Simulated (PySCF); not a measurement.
PySCF job for CH₈N₂O₂Si, SMILES CN[Si](N)(O)O, B3LYP-D3(BJ)/def2-SVP. Geometry optimised at B3LYP-D3(BJ)/def2-SVP. This is a generated structure with no PubChem entry under its InChIKey; it may be hypothetical. Other conformers were not sampled.

```python
import numpy as np
from pyscf import gto, scf, dft, df
from pyscf.hessian import thermo

mol = gto.M(
    atom='''
    C     2.34223542    0.10848906    0.59470605
    N     1.06913020    0.75503322    0.34349982
    Si   -0.39169157   -0.01365851   -0.10558839
    N    -1.33315339    1.21569048   -0.86059383
    O    -1.36338191   -0.69240313    1.07825484
    O     0.06014341   -1.34977434   -0.99193706
    H     2.60787193    0.06445681    1.66899739
    H     2.29933349   -0.92370036    0.21825379
    H     3.17262298    0.61326228    0.06779393
    H     1.03474220    1.74052079    0.58088158
    H    -0.92416809    1.75830164   -1.61525519
    H    -2.32135987    1.05331885   -1.02836820
    H    -1.72276160   -0.07793791    1.72779907
    H    -0.44194107   -2.14558342   -0.78098555
    ''',
    basis='def2-SVP',
    charge=0,
    spin=0,
    max_memory=1600,
    verbose=3,
)
mf = dft.RKS(mol, xc='b3lyp').density_fit(auxbasis='def2-universal-jkfit')
mf.disp = 'd3bj'
mf.grids.level = 3
mf.conv_tol = 1e-11
mf.max_cycle = 100
mf.kernel()

# [left out here: the lines that compute and print the analytic Hessian (its translational invariance restored by hand, since the grid's response is missing), thermochemistry and intensities]
```

Log of the run:

```
converged SCF energy = -592.232334203772

WARN: DFTD3 does not support analytical Hessian, using finite difference


WARN: Mole.unit (angstrom) is changed to Bohr

Mode                                 0                   1                   2
Irrep
Freq [cm^-1]                       92.0524            136.9307            168.2987
Reduced mass [au]                   2.9521              1.0733              1.5905
Force const [Dyne/A]                0.0147              0.0119              0.0265
Char temp [K]                     132.4429            197.0128            242.1444
Normal mode                   x     y     z       x     y     z       x     y     z
       0   C                -0.05 -0.03  0.14   -0.01 -0.02 -0.02    0.01  0.03 -0.01
       1   N                 0.02  0.02 -0.10    0.01  0.01 -0.04   -0.03 -0.01  0.09
       2  Si                 0.01  0.01 -0.03    0.00  0.00  0.00   -0.01 -0.00 -0.00
       3   N                -0.04 -0.01  0.01   -0.01 -0.01  0.00    0.05 -0.01 -0.08
       4   O                 0.10  0.00  0.04    0.00  0.01  0.02    0.02  0.00  0.02
       5   O                -0.04  0.01 -0.05    0.01 -0.01  0.03   -0.07  0.01 -0.05
       6   H                -0.23 -0.02  0.18   -0.24 -0.48  0.02    0.02 -0.13 -0.02
       7   H                -0.04 -0.04  0.15    0.14  0.14 -0.48    0.07  0.08 -0.18
       8   H                 0.06 -0.08  0.26    0.07  0.28  0.39   -0.03  0.16  0.07
       9   H                 0.03  0.03 -0.13   -0.03 -0.04  0.19   -0.04 -0.01  0.08
      10   H                -0.11 -0.05 -0.05    0.03  0.07  0.08    0.06 -0.12 -0.15
      11   H                -0.05 -0.02  0.09    0.01 -0.04 -0.10    0.04  0.01 -0.04
      12   H                 0.19 -0.01  0.10   -0.20  0.06 -0.14    0.49 -0.09  0.37
      13   H                -0.03  0.01 -0.03    0.05 -0.02  0.07    0.15 -0.07  0.20
Mode                                 3                   4                   5
Irrep
[...]
      11   H                 0.08 -0.23  0.14   -0.00  0.09 -0.01    0.00 -0.01  0.01
      12   H                 0.17  0.22 -0.19    0.03  0.08 -0.03   -0.02 -0.03  0.02
      13   H                -0.08  0.02  0.06    0.21 -0.28 -0.30   -0.01  0.01  0.00
Mode                                21                  22                  23
Irrep
Freq [cm^-1]                     1145.6209           1163.4980           1403.6930
Reduced mass [au]                   1.2852              3.5948              1.5480
Force const [Dyne/A]                0.9938              2.8672              1.7971
Char temp [K]                    1648.2934           1674.0146           2019.6017
Normal mode                   x     y     z       x     y     z       x     y     z
       0   C                 0.04  0.03 -0.11   -0.12  0.12 -0.01   -0.06 -0.06 -0.03
       1   N                -0.02 -0.01  0.05    0.15 -0.07  0.03    0.13  0.03  0.04
       2  Si                -0.00  0.00  0.00   -0.02 -0.01 -0.00   -0.02 -0.00 -0.00
       3   N                 0.00  0.00 -0.00   -0.01  0.00 -0.00   -0.00 -0.00 -0.00
       4   O                 0.00 -0.00 -0.00    0.00 -0.00 -0.00    0.00 -0.00 -0.00
       5   O                 0.00 -0.00 -0.00    0.00  0.00  0.00    0.00  0.00  0.00
       6   H                -0.58  0.14  0.04   -0.08 -0.06 -0.02    0.06  0.30 -0.04
       7   H                -0.04 -0.10  0.24   -0.28  0.13 -0.04    0.07 -0.07 -0.02
       8   H                 0.45 -0.21  0.29   -0.01 -0.07 -0.03   -0.06  0.20  0.20
       9   H                -0.03  0.00 -0.03    0.31 -0.08  0.06   -0.64  0.05 -0.16
      10   H                -0.01  0.01 -0.00    0.00 -0.01 -0.00    0.01  0.00  0.01
      11   H                 0.00 -0.01  0.00   -0.01  0.00 -0.00    0.00 -0.01 -0.00
      12   H                 0.00  0.01 -0.00    0.01  0.01 -0.01    0.01  0.01 -0.01
      13   H                 0.00 -0.00  0.00   -0.02  0.02  0.02   -0.00  0.01  0.01
Mode                                24                  25                  26
Irrep
Freq [cm^-1]                     1448.3239           1474.3792           1498.4088
Reduced mass [au]                   1.1572              1.0412              1.0639
Force const [Dyne/A]                1.4302              1.3336              1.4074
Char temp [K]                    2083.8157           2121.3033           2155.8766
Normal mode                   x     y     z       x     y     z       x     y     z
       0   C                -0.09  0.05 -0.01    0.01  0.02 -0.05   -0.03 -0.01 -0.01
       1   N                 0.00  0.01  0.00    0.00  0.00 -0.01   -0.05 -0.02 -0.02
       2  Si                 0.00  0.01  0.00    0.00  0.00  0.00    0.01  0.00  0.00
       3   N                -0.00 -0.00 -0.00   -0.00 -0.00  0.00   -0.00  0.00  0.00
       4   O                -0.00 -0.00  0.00   -0.00  0.00 -0.00   -0.00 -0.00  0.00
       5   O                 0.00 -0.00 -0.00    0.00 -0.00 -0.00   -0.00 -0.00 -0.00
       6   H                 0.29 -0.32 -0.11    0.16 -0.45 -0.08    0.55  0.30 -0.12
       7   H                 0.63 -0.06  0.18   -0.23 -0.22  0.63   -0.25  0.05 -0.12
       8   H                 0.24 -0.39  0.05   -0.12  0.43  0.18    0.34  0.02  0.54
       9   H                -0.10  0.01 -0.02   -0.01  0.00 -0.00    0.19 -0.03  0.04
      10   H                 0.01 -0.00  0.00   -0.00  0.00 -0.00   -0.00 -0.00 -0.00
      11   H                -0.00  0.00 -0.00   -0.00  0.00 -0.00   -0.00  0.01 -0.01
      12   H                 0.00  0.01 -0.00   -0.00  0.00  0.00   -0.00  0.00  0.00
      13   H                 0.00 -0.00 -0.00    0.00 -0.00  0.00   -0.00 -0.00 -0.00
Mode                                27                  28                  29
Irrep
Freq [cm^-1]                     1542.1693           2979.4128           3034.7134
Reduced mass [au]                   1.1259              1.0433              1.1012
Force const [Dyne/A]                1.5777              5.4568              5.9752
Char temp [K]                    2218.8383           4286.7116           4366.2768
Normal mode                   x     y     z       x     y     z       x     y     z
       0   C                -0.00 -0.00  0.00    0.04 -0.00  0.04   -0.04 -0.02  0.07
       1   N                -0.00  0.00  0.00    0.00 -0.00  0.00    0.00  0.00 -0.00
       2  Si                 0.00 -0.01  0.00   -0.00 -0.00 -0.00    0.00  0.00  0.00
       3   N                -0.05  0.05 -0.06    0.00  0.00  0.00   -0.00  0.00 -0.00
       4   O                 0.00  0.00 -0.00    0.00  0.00 -0.00   -0.00 -0.00 -0.00
       5   O                -0.00  0.00  0.00   -0.00  0.00  0.00    0.00 -0.00 -0.00
       6   H                 0.00 -0.00 -0.00   -0.17  0.03 -0.79   -0.12  0.00 -0.48
       7   H                -0.00 -0.00  0.00    0.01  0.25  0.10   -0.01 -0.11 -0.02
       8   H                -0.00  0.00  0.00   -0.35 -0.22  0.25    0.59  0.38 -0.38
       9   H                 0.01  0.00 -0.01    0.00 -0.00 -0.00    0.00  0.00 -0.00
      10   H                 0.61 -0.07  0.24   -0.00 -0.00  0.00    0.00  0.00 -0.00
      11   H                -0.05 -0.41  0.52    0.00 -0.00  0.00    0.00  0.00 -0.00
      12   H                -0.01 -0.00 -0.00   -0.00 -0.00 -0.00    0.00  0.00  0.00
      13   H                -0.00  0.00  0.00    0.00  0.00 -0.00    0.00  0.00  0.00
Mode                                30                  31                  32
Irrep
Freq [cm^-1]                     3123.9151           3567.7438           3607.9247
Reduced mass [au]                   1.0975              1.0504              1.0753
Force const [Dyne/A]                6.3102              7.8772              8.2470
Char temp [K]                    4494.6183           5133.1890           5191.0003
Normal mode                   x     y     z       x     y     z       x     y     z
       0   C                 0.02  0.08  0.03   -0.00 -0.00 -0.00   -0.00 -0.00 -0.00
       1   N                 0.00 -0.00 -0.00    0.00 -0.00 -0.00    0.00 -0.07 -0.02
       2  Si                -0.00  0.00 -0.00    0.00 -0.00  0.00    0.00 -0.00  0.00
       3   N                -0.00 -0.00 -0.00   -0.03  0.02 -0.04    0.00 -0.00  0.00
       4   O                 0.00 -0.00  0.00    0.00 -0.00  0.00    0.00  0.00  0.00
       5   O                 0.00 -0.00  0.00    0.00 -0.00  0.00    0.00  0.00  0.00
       6   H                -0.03  0.02 -0.15    0.00 -0.00  0.00   -0.00  0.00 -0.00
       7   H                -0.04 -0.86 -0.31    0.00  0.00  0.00    0.00  0.01  0.00
       8   H                -0.16 -0.10  0.11    0.00  0.00 -0.00    0.00  0.00 -0.00
       9   H                 0.00  0.01  0.01   -0.00  0.02  0.00   -0.02  0.94  0.22
      10   H                -0.00 -0.00  0.00   -0.29 -0.38  0.50    0.01  0.01 -0.01
      11   H                 0.00  0.00 -0.00    0.67  0.11  0.09   -0.01 -0.00 -0.00
      12   H                 0.00  0.00 -0.00   -0.00  0.00  0.00    0.00 -0.00 -0.00
      13   H                 0.00  0.00 -0.00   -0.00 -0.00  0.00   -0.00 -0.00 -0.00
Mode                                33                  34                  35
Irrep
Freq [cm^-1]                     3659.2634           3876.0267           3880.7796
Reduced mass [au]                   1.0956              1.0666              1.0667
Force const [Dyne/A]                8.6433              9.4407              9.4648
Char temp [K]                    5264.8653           5576.7395           5583.5778
Normal mode                   x     y     z       x     y     z       x     y     z
       0   C                 0.00 -0.00 -0.00   -0.00 -0.00 -0.00    0.00 -0.00  0.00
       1   N                 0.00  0.00  0.00    0.00  0.00  0.00   -0.00 -0.00  0.00
       2  Si                -0.00 -0.00  0.00   -0.00  0.00  0.00   -0.00 -0.00  0.00
       3   N                -0.07 -0.03  0.03   -0.00  0.00 -0.00   -0.00 -0.00  0.00
       4   O                 0.00 -0.00 -0.00   -0.00  0.00  0.00    0.02 -0.04 -0.04
       5   O                -0.00  0.00  0.00   -0.03 -0.05  0.01   -0.00 -0.00  0.00
       6   H                -0.00  0.00 -0.00    0.00  0.00  0.00   -0.00  0.00 -0.00
       7   H                -0.00  0.00  0.00   -0.00  0.00 -0.00   -0.00  0.00 -0.00
       8   H                -0.00 -0.00  0.00    0.00  0.00 -0.00   -0.00 -0.00  0.00
       9   H                 0.00 -0.00 -0.00    0.00  0.00 -0.00   -0.00  0.00  0.00
      10   H                 0.26  0.36 -0.50   -0.00 -0.00  0.00    0.00 -0.00  0.00
      11   H                 0.66  0.10  0.11    0.00  0.00  0.00   -0.00  0.00 -0.00
      12   H                -0.00  0.00  0.00    0.02 -0.03 -0.03   -0.37  0.60  0.66
      13   H                 0.00 -0.00  0.00    0.49  0.81 -0.20    0.03  0.04 -0.01
temperature 298.1500 [K]
pressure 101325.00 [Pa]
Rotational constants [GHz] 3.71388 2.15176 1.96749
Symmetry number 1
Zero-point energy (ZPE) 0.10980 [Eh]   288281.418 [J/mol]
                           tot       elec      trans        rot        vib
Entropy [J/mol/K]       380.581      0.000    167.160    114.709     98.713
Cv [J/mol/K]            137.497      0.000     12.472     12.472    112.554
Cp [J/mol/K]            145.811      0.000     20.786     12.472    112.554
Internal energy [J/mol]                      3718.434   3718.434 305285.247
Internal energy [Eh]   -592.11322  -592.23233
Enthalpy [J/mol]                             6197.391   3718.434 305285.247
Enthalpy [Eh]          -592.11228
Gibbs free energy [J/mol]                  -43641.291 -30481.905 275853.992
Gibbs free energy [Eh] -592.15550
mode   freq/cm-1   IR/(km/mol)
   1       92.05         3.287
   2      136.93         3.924
   3      168.30        80.117
   4      183.16         0.894
   5      222.43         5.291
   6      259.06        51.425
   7      289.76        26.925
   8      330.52         2.683
   9      351.83        76.614
  10      384.42        51.163
  11      438.74        62.963
  12      451.48       147.295
  13      472.03       100.193
  14      709.11         6.335
  15      794.06         3.705
  16      811.81       164.903
  17      830.36       172.804
  18      870.38       146.602
  19      936.86       200.967
  20      961.78       209.171
  21     1095.93        15.297
  22     1145.62         0.982
  23     1163.50       137.462
  24     1403.69        86.216
  25     1448.32        10.455
  26     1474.38         2.908
  27     1498.41         5.339
  28     1542.17        61.727
  29     2979.41       109.260
  30     3034.71        56.854
  31     3123.92         9.576
  32     3567.74        19.089
  33     3607.92        15.133
  34     3659.26        18.074
  35     3876.03        81.929
  36     3880.78        66.296
max |gradient| / (hartree/bohr): 4.395112643229782e-05
APT charges: [ 0.4145 -0.8859  2.1177 -0.8408 -0.8838 -0.8595 -0.0927  0.0172 -0.0763
  0.1536  0.1762  0.1733  0.2928  0.2937]
```

The run converged.

Cost: about 4 core-minutes (a rough figure).
